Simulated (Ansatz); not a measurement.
`NBO[SiH3]` + HBr → `NBBr` + silanol at 700 K and 1 bar (ligand exchange at a B–O bond).

Calculated with Ansatz (gas phase, PBE0-D4/def2-TZVP geometries, no zero-point term in ΔE). CCSD(T)/CBS is the MP2 limit (def2-TZVPP, def2-QZVPP) plus CCSD(T) − MP2 in def2-TZVPP, frozen cores. For Br outer-core shells are correlated without core-valence functions, which leaves a few kJ/mol of doubt a bond. Scalar relativity is left out up to krypton. Each species was taken in one conformer, which may not be the lowest.

```json
{"species": "`NBO[SiH3]`", "CCSD(T)/CBS energy (Eh)": "-447.48791", "H − E (kJ/mol)": "255.7", "S (J/(mol·K))": "433.6"}
{"species": "HBr", "CCSD(T)/CBS energy (Eh)": "-2573.91920", "H − E (kJ/mol)": "36.5", "S (J/(mol·K))": "223.7"}
{"species": "`NBBr`", "CCSD(T)/CBS energy (Eh)": "-2654.70322", "H − E (kJ/mol)": "151.4", "S (J/(mol·K))": "344.2"}
{"species": "`O[SiH3]`", "CCSD(T)/CBS energy (Eh)": "-366.69042", "H − E (kJ/mol)": "144.6", "S (J/(mol·K))": "321.6"}
```

H − E and S are ideal-gas, rigid-rotor, harmonic terms from PBE0-D4/def2-TZVP, for one conformer and one mirror image of each species. 1 Eh = 2625.50 kJ/mol, R = 8.31446 J/(mol·K).

By hand: ΔE, ΔH, ΔS and ΔG.

ΔE = (-2654.70322) + (-366.69042) − (-447.48791) − (-2573.91920) = 0.01347 Eh = 35.4 kJ/mol. Δ(H − E) = 151.4 + 144.6 − 255.7 − 36.5 = 3.8, so ΔH = 39.2 kJ/mol. ΔS = 344.2 + 321.6 − 433.6 − 223.7 = 8.5 J/(mol·K). ΔG = 39.2 − 700 × (8.5)/1000 = 33.2 kJ/mol.

By hand: the equilibrium constant, and the temperature at which ΔG would vanish if ΔH and ΔS stayed fixed.

log₁₀ K = −ΔG/(RT ln 10) = -2.5. ΔG = 0 at ΔH/ΔS = 4612 K, far beyond where these terms or the molecules hold.

The number of gas molecules stays the same, so ΔS is small and ΔH decides. A doubt of 5 kJ/mol in ΔE shifts log₁₀ K by 0.4 here. Other conformers and mirror images would add mixing entropy, several J/(mol·K) or more a flexible species. Modes under 60 cm⁻¹, often nearly free rotors, make the harmonic entropy too high. These are equilibria of isolated gas molecules and say nothing of rates. Largest T1 diagnostic: 0.012 (customary marks: 0.02 for closed shells, 0.045 for open ones).
